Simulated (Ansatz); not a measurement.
Ansatz (an electronic-structure program) input (HF/3-21G): The .json file is the Basis Set Exchange's 3-21G.

Ansatz 0.2 input:
```yaml
crystal:
  periodic: [false, false, false]
  atoms:
    - {symbol: C, position_ang: [1.77120256, -0.03086357, -0.68803101]}
    - {symbol: Si, position_ang: [0.03981619, 0.00766650, 0.02816508]}
    - {symbol: C, position_ang: [-0.81895986, -1.66613336, -0.17815418]}
    - {symbol: C, position_ang: [-0.99276024, 1.38264702, -0.76233121]}
    - {symbol: F, position_ang: [0.18678293, 0.32306610, 1.63048973]}
    - {symbol: H, position_ang: [1.95378060, -0.22078301, -1.73352709]}
    - {symbol: H, position_ang: [2.65289704, 0.13368802, -0.09156317]}
    - {symbol: H, position_ang: [-0.90431302, -1.91932071, -1.23181520]}
    - {symbol: H, position_ang: [-0.26260833, -2.45999315, 0.30945273]}
    - {symbol: H, position_ang: [-1.82001147, -1.65127034, 0.24181505]}
    - {symbol: H, position_ang: [-0.53716089, 2.35616708, -0.61337208]}
    - {symbol: H, position_ang: [-1.08320355, 1.21875043, -1.83310123]}
    - {symbol: H, position_ang: [-1.99474819, 1.41393529, -0.34550922]}
basis:
  gaussian:
    orbitals: 3-21G.json
hamiltonian:
  xc: {name: HF}
magnetization: {spin_polarized: true, initial_magnetization: 1}
phonons: {temperatures: {t_min: 298.15, t_max: 298.15, t_step: 100}}
```

Output:

```
Functional definition: HF
integrals: 0.02 GiB planned
838 factors; integrals over basis functions are off by at most 6.5e-4 eV
mean field: 0.24 GiB planned
mean field evaluation 1: about -13711.8091 eV, gradient 2.3e1 eV
mean field evaluation 2: about -13711.8050 eV, gradient 2.3e1 eV
mean field evaluation 4: about -13714.2364 eV, gradient 2.1e0 eV
mean field evaluation 8: about -13714.2782 eV, gradient 4.0e-4 eV
mean field -13714.27789635 eV, -503.9904168194 hartree, gradient 1.2e-5 eV, S^2 0.760924; 0 other end points of the search recorded, 0 dependent functions left out
the calculation of the forces begins
reference -13714.27789635 eV, -503.9904168194 hartree; 25, 24 occupied and 40, 41 virtual orbitals, 838 factors
these checks for a lower state are left out or cut short: stability, starts, cluster_reference, orbital_swaps, neighbouring_geometries, increment
integrals: 0.02 GiB planned
838 factors; integrals over basis functions are off by at most 6.5e-4 eV
mean field: 0.24 GiB planned
mean field evaluation 16: about -13714.2777 eV, gradient 4.6e-6 eV
mean field -13714.27772006 eV, -503.9904103407 hartree, gradient 2.5e-6 eV, S^2 0.760928; 0 other end points of the search recorded, 0 dependent functions left out
the calculation of the forces begins
reference -13714.27772006 eV, -503.9904103407 hartree; 25, 24 occupied and 40, 41 virtual orbitals, 838 factors
these checks for a lower state are left out or cut short: stability, starts, cluster_reference, orbital_swaps, neighbouring_geometries, increment
integrals: 0.02 GiB planned
838 factors; integrals over basis functions are off by at most 6.6e-4 eV
mean field: 0.24 GiB planned
mean field -13714.27771898 eV, -503.9904103012 hartree, gradient 2.5e-6 eV, S^2 0.760922; 0 other end points of the search recorded, 0 dependent functions left out
the calculation of the forces begins
reference -13714.27771898 eV, -503.9904103012 hartree; 25, 24 occupied and 40, 41 virtual orbitals, 838 factors
these checks for a lower state are left out or cut short: stability, starts, cluster_reference, orbital_swaps, neighbouring_geometries, increment
integrals: 0.02 GiB planned
838 factors; integrals over basis functions are off by at most 6.6e-4 eV
mean field: 0.24 GiB planned
mean field evaluation 32: about -13714.2778 eV, gradient 4.6e-6 eV
mean field -13714.27780766 eV, -503.9904135601 hartree, gradient 2.5e-6 eV, S^2 0.760917; 0 other end points of the search recorded, 0 dependent functions left out
the calculation of the forces begins
reference -13714.27780766 eV, -503.9904135601 hartree; 25, 24 occupied and 40, 41 virtual orbitals, 838 factors
these checks for a lower state are left out or cut short: stability, starts, cluster_reference, orbital_swaps, neighbouring_geometries, increment
integrals: 0.02 GiB planned
838 factors; integrals over basis functions are off by at most 6.5e-4 eV
mean field: 0.24 GiB planned
mean field -13714.27780838 eV, -503.9904135864 hartree, gradient 2.5e-6 eV, S^2 0.760932; 0 other end points of the search recorded, 0 dependent functions left out
the calculation of the forces begins
reference -13714.27780838 eV, -503.9904135864 hartree; 25, 24 occupied and 40, 41 virtual orbitals, 838 factors
these checks for a lower state are left out or cut short: stability, starts, cluster_reference, orbital_swaps, neighbouring_geometries, increment
integrals: 0.02 GiB planned
838 factors; integrals over basis functions are off by at most 6.5e-4 eV
mean field: 0.24 GiB planned
mean field -13714.27772208 eV, -503.9904104151 hartree, gradient 2.5e-6 eV, S^2 0.760937; 0 other end points of the search recorded, 0 dependent functions left out
the calculation of the forces begins
reference -13714.27772208 eV, -503.9904104151 hartree; 25, 24 occupied and 40, 41 virtual orbitals, 838 factors
these checks for a lower state are left out or cut short: stability, starts, cluster_reference, orbital_swaps, neighbouring_geometries, increment
integrals: 0.02 GiB planned
838 factors; integrals over basis functions are off by at most 6.5e-4 eV
mean field: 0.24 GiB planned
mean field -13714.27772714 eV, -503.9904106012 hartree, gradient 2.5e-6 eV, S^2 0.760912; 0 other end points of the search recorded, 0 dependent functions left out
the calculation of the forces begins
reference -13714.27772714 eV, -503.9904106012 hartree; 25, 24 occupied and 40, 41 virtual orbitals, 838 factors
these checks for a lower state are left out or cut short: stability, starts, cluster_reference, orbital_swaps, neighbouring_geometries, increment
integrals: 0.02 GiB planned
838 factors; integrals over basis functions are off by at most 6.5e-4 eV
mean field: 0.24 GiB planned
mean field evaluation 64: about -13714.2778 eV, gradient 2.5e-6 eV
[...]
mean field -13714.27785435 eV, -503.9904152761 hartree, gradient 2.5e-6 eV, S^2 0.760924; 0 other end points of the search recorded, 0 dependent functions left out
the calculation of the forces begins
reference -13714.27785435 eV, -503.9904152761 hartree; 25, 24 occupied and 40, 41 virtual orbitals, 838 factors
these checks for a lower state are left out or cut short: stability, starts, cluster_reference, orbital_swaps, neighbouring_geometries, increment
integrals: 0.02 GiB planned
838 factors; integrals over basis functions are off by at most 6.5e-4 eV
mean field: 0.24 GiB planned
mean field evaluation 256: about -13714.2778 eV, gradient 3.6e-2 eV
mean field -13714.27785457 eV, -503.9904152842 hartree, gradient 2.5e-6 eV, S^2 0.760924; 0 other end points of the search recorded, 0 dependent functions left out
the calculation of the forces begins
reference -13714.27785457 eV, -503.9904152842 hartree; 25, 24 occupied and 40, 41 virtual orbitals, 838 factors
these checks for a lower state are left out or cut short: stability, starts, cluster_reference, orbital_swaps, neighbouring_geometries, increment
integrals: 0.02 GiB planned
838 factors; integrals over basis functions are off by at most 6.5e-4 eV
mean field: 0.24 GiB planned
mean field -13714.27782881 eV, -503.9904143372 hartree, gradient 2.5e-6 eV, S^2 0.760924; 0 other end points of the search recorded, 0 dependent functions left out
the calculation of the forces begins
reference -13714.27782881 eV, -503.9904143372 hartree; 25, 24 occupied and 40, 41 virtual orbitals, 838 factors
these checks for a lower state are left out or cut short: stability, starts, cluster_reference, orbital_swaps, neighbouring_geometries, increment
integrals: 0.02 GiB planned
838 factors; integrals over basis functions are off by at most 6.5e-4 eV
mean field: 0.24 GiB planned
mean field -13714.27782910 eV, -503.9904143479 hartree, gradient 2.5e-6 eV, S^2 0.760924; 0 other end points of the search recorded, 0 dependent functions left out
the calculation of the forces begins
reference -13714.27782910 eV, -503.9904143479 hartree; 25, 24 occupied and 40, 41 virtual orbitals, 838 factors
these checks for a lower state are left out or cut short: stability, starts, cluster_reference, orbital_swaps, neighbouring_geometries, increment
integrals: 0.02 GiB planned
838 factors; integrals over basis functions are off by at most 6.5e-4 eV
mean field: 0.24 GiB planned
mean field -13714.27786010 eV, -503.9904154873 hartree, gradient 2.5e-6 eV, S^2 0.760924; 0 other end points of the search recorded, 0 dependent functions left out
the calculation of the forces begins
reference -13714.27786010 eV, -503.9904154873 hartree; 25, 24 occupied and 40, 41 virtual orbitals, 838 factors
these checks for a lower state are left out or cut short: stability, starts, cluster_reference, orbital_swaps, neighbouring_geometries, increment
integrals: 0.02 GiB planned
838 factors; integrals over basis functions are off by at most 6.5e-4 eV
mean field: 0.24 GiB planned
mean field evaluation 288: about -13714.2779 eV, gradient 2.5e-6 eV
mean field -13714.27786039 eV, -503.9904154981 hartree, gradient 2.5e-6 eV, S^2 0.760924; 0 other end points of the search recorded, 0 dependent functions left out
the calculation of the forces begins
reference -13714.27786039 eV, -503.9904154981 hartree; 25, 24 occupied and 40, 41 virtual orbitals, 838 factors
these checks for a lower state are left out or cut short: stability, starts, cluster_reference, orbital_swaps, neighbouring_geometries, increment
integrals: 0.02 GiB planned
838 factors; integrals over basis functions are off by at most 6.5e-4 eV
mean field: 0.24 GiB planned
mean field -13714.27779782 eV, -503.9904131984 hartree, gradient 2.5e-6 eV, S^2 0.760924; 0 other end points of the search recorded, 0 dependent functions left out
the calculation of the forces begins
reference -13714.27779782 eV, -503.9904131984 hartree; 25, 24 occupied and 40, 41 virtual orbitals, 838 factors
these checks for a lower state are left out or cut short: stability, starts, cluster_reference, orbital_swaps, neighbouring_geometries, increment
integrals: 0.02 GiB planned
838 factors; integrals over basis functions are off by at most 6.5e-4 eV
mean field: 0.24 GiB planned
mean field -13714.27779828 eV, -503.9904132154 hartree, gradient 2.5e-6 eV, S^2 0.760924; 0 other end points of the search recorded, 0 dependent functions left out
the calculation of the forces begins
reference -13714.27779828 eV, -503.9904132154 hartree; 25, 24 occupied and 40, 41 virtual orbitals, 838 factors
these checks for a lower state are left out or cut short: stability, starts, cluster_reference, orbital_swaps, neighbouring_geometries, increment
integrals: 0.02 GiB planned
838 factors; integrals over basis functions are off by at most 6.5e-4 eV
mean field: 0.24 GiB planned
mean field -13714.27788057 eV, -503.9904162394 hartree, gradient 2.5e-6 eV, S^2 0.760924; 0 other end points of the search recorded, 0 dependent functions left out
the calculation of the forces begins
reference -13714.27788057 eV, -503.9904162394 hartree; 25, 24 occupied and 40, 41 virtual orbitals, 838 factors
these checks for a lower state are left out or cut short: stability, starts, cluster_reference, orbital_swaps, neighbouring_geometries, increment
integrals: 0.02 GiB planned
838 factors; integrals over basis functions are off by at most 6.5e-4 eV
mean field: 0.24 GiB planned
mean field -13714.27788090 eV, -503.9904162517 hartree, gradient 2.5e-6 eV, S^2 0.760924; 0 other end points of the search recorded, 0 dependent functions left out
the calculation of the forces begins
reference -13714.27788090 eV, -503.9904162517 hartree; 25, 24 occupied and 40, 41 virtual orbitals, 838 factors
these checks for a lower state are left out or cut short: stability, starts, cluster_reference, orbital_swaps, neighbouring_geometries, increment
integrals: 0.02 GiB planned
838 factors; integrals over basis functions are off by at most 6.5e-4 eV
mean field: 0.24 GiB planned
mean field evaluation 320: about -13714.2779 eV, gradient 4.6e-6 eV
mean field -13714.27786540 eV, -503.9904156820 hartree, gradient 2.5e-6 eV, S^2 0.760924; 0 other end points of the search recorded, 0 dependent functions left out
the calculation of the forces begins
reference -13714.27786540 eV, -503.9904156820 hartree; 25, 24 occupied and 40, 41 virtual orbitals, 838 factors
these checks for a lower state are left out or cut short: stability, starts, cluster_reference, orbital_swaps, neighbouring_geometries, increment
integrals: 0.02 GiB planned
838 factors; integrals over basis functions are off by at most 6.5e-4 eV
mean field: 0.24 GiB planned
mean field -13714.27786539 eV, -503.9904156818 hartree, gradient 2.5e-6 eV, S^2 0.760924; 0 other end points of the search recorded, 0 dependent functions left out
the calculation of the forces begins
reference -13714.27786539 eV, -503.9904156818 hartree; 25, 24 occupied and 40, 41 virtual orbitals, 838 factors
WARN: phonons: modes at or below zero, which the zero-point energy, F, S and C_V leave out: 1, the lowest at -111.81 cm⁻¹ …
Total energy: -13714.27789635 eV, -503.9904168194 hartree
Atom 0 at     1.771203    -0.030864    -0.688031 Å, force    -0.000236    -0.000014    -0.000003 eV/Å
Atom 1 at     0.039816     0.007666     0.028165 Å, force    -0.000136    -0.000159    -0.000790 eV/Å
Atom 2 at    -0.818960    -1.666133    -0.178154 Å, force     0.000018     0.000090     0.000335 eV/Å
Atom 3 at    -0.992760     1.382647    -0.762331 Å, force     0.000021     0.000042     0.000344 eV/Å
Atom 4 at     0.186783     0.323066     1.630490 Å, force     0.000089     0.000109     0.000541 eV/Å
Atom 5 at     1.953781    -0.220783    -1.733527 Å, force     0.000089     0.000022     0.000089 eV/Å
Atom 6 at     2.652897     0.133688    -0.091563 Å, force     0.000027    -0.000001    -0.000014 eV/Å
Atom 7 at    -0.904313    -1.919321    -1.231815 Å, force     0.000035    -0.000053    -0.000194 eV/Å
Atom 8 at    -0.262608    -2.459993     0.309453 Å, force    -0.000048     0.000014    -0.000056 eV/Å
Atom 9 at    -1.820011    -1.651270     0.241815 Å, force     0.000080    -0.000065     0.000010 eV/Å
Atom 10 at    -0.537161     2.356167    -0.613372 Å, force    -0.000045    -0.000039    -0.000045 eV/Å
Atom 11 at    -1.083204     1.218750    -1.833101 Å, force     0.000033    -0.000018    -0.000200 eV/Å
Atom 12 at    -1.994748     1.413935    -0.345509 Å, force     0.000073     0.000072    -0.000017 eV/Å
Dipole moment:    -0.041393    -0.090575    -0.460390 e Å
Vibrations: -111.81 144.84 158.54 197.82 204.41 259.27 301.57 306.43 587.12 652.69 761.48 775.71 823.25 882.25 899.76 903.23 998.91 1052.14 1484.85 1491.91 1527.96 1621.35 1627.56 1629.03 1638.00 3183.82 3185.48 3247.94 3250.42 3261.67 3262.36 3267.79 3362.20 cm⁻¹, zero-point energy 2.910639 eV
```

The blocks after the first are displaced geometries, from whose forces the wavenumbers follow.
